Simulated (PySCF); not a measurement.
Tm: ionisation energy

Tm [Xe] 4f13 6s2 (2F) → Tm⁺ [Xe] 4f13 6s1 (3F), as a difference of total energies. Computed with PySCF 2.14 in cc-pVDZ-X2C (8s7p5d3f1g, 84 functions), with the spin-free X2C one-electron Hamiltonian (Gaussian nucleus). The calculations carry no spin-orbit coupling.

Problem. Order these methods by the ionisation energy they give, lowest first.
A. MN15
B. B97-3
C. HSE06
D. UHF

Solution. D (5.074 eV), C (6.154 eV), B (6.325 eV), A (6.578 eV).

The reference lies between the lowest fine-structure levels, while these numbers refer to the centres of the terms.

For comparison: 6.184 eV (measured; NIST Atomic Spectra Database, ionization energies).
